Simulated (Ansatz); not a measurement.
Ideal-gas functions of `[F][Al]1[AlH][Zn]1` at 600 K and 1 bar, from an Ansatz frequency run at PBE0-D4/def2-TZVP.

Molar mass 139.36 g/mol, point group C1 (symmetry number 1), electronic degeneracy 1, moments of inertia 124.493, 309.532, 426.554 u Å². Harmonic wavenumbers (cm⁻¹, unscaled): 84, 152, 183, 221, 312, 469, 787, 820, 1253.

Use S(trans) = R[1.5 ln M + 2.5 ln T − 1.1517]; rotational temperatures θ = 24.2544 K / I; S(rot) = R[ln(√π/σ · √(T³/θAθBθC)) + 1.5]; for each mode x = 1.438777 ν̃/T, S = R[x/(eˣ − 1) − ln(1 − e⁻ˣ)] and H = RT x/(eˣ − 1); 1 cm⁻¹ = 0.0119627 kJ/mol; R = 8.31446 J/(mol·K).

**Question.** By hand: the entropy, in J/(mol·K).

**Answer.** Translation 185.0. Rotation: θ = 0.1948, 0.0784, 0.0569 K, giving 126.3. Vibration, mode by mode: 21.65, 16.75, 15.23, 13.69, 10.92, 7.76, 4.17, 3.91, 1.73, in all 95.8. Electronic 0.0. Sum 407.1 J/(mol·K).

**Question.** By hand: H − E and G − E in kJ/mol, counted from the electronic energy.

**Answer.** Zero-point energy ½ × 4281 × 0.0119627 = 25.6; thermal vibration 26.5; translation, rotation and pV give 4 RT = 20.0. H − E = 72.1 kJ/mol, and G − E = 72.1 − 600 × 407.1/1000 = -172.2 kJ/mol.

Vibration gives 24 % of the entropy, 21.7 J/(mol·K) of it from the mode under 150 cm⁻¹: soft modes count most, and the harmonic formula is weakest for them. The sum counts one conformer and one mirror image; others add a mixing term.
